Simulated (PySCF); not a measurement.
CuI, charge +1, multiplicity 2. Atoms are numbered in the order given.

```xyz
2

Cu     0.0000     0.0000    -1.5552
I      0.0000     0.0000     0.8510
```
Charge +1, spin multiplicity 2.

Geometry optimised at PBE-D3(BJ)/def2-TZVP. The spin state was assumed, not searched. The def2 effective core potentials stand for the cores of I; spin–orbit coupling is left out.

Calculation: B3LYP/def2-TZVPD in PySCF.

Mulliken values depend strongly on the basis, most of all with diffuse functions as here. ESP charges are fitted to the potential on shells at 1.4 to 2.0 van der Waals radii. Atomic charges (e):

| atom | ESP fit | Mulliken | Mulliken spin |
|---|---|---|---|
| Cu1 | ___ | 0.50 | 0.08 |
| I2 | ___ | 0.50 | 0.92 |

**Question.** Some entries are withheld; supply them. (An estimate is asked for; the answer gives what the named calculation found.)

**Answer.** 
- Cu1, ESP fit: 0.70
- I2, ESP fit: 0.30
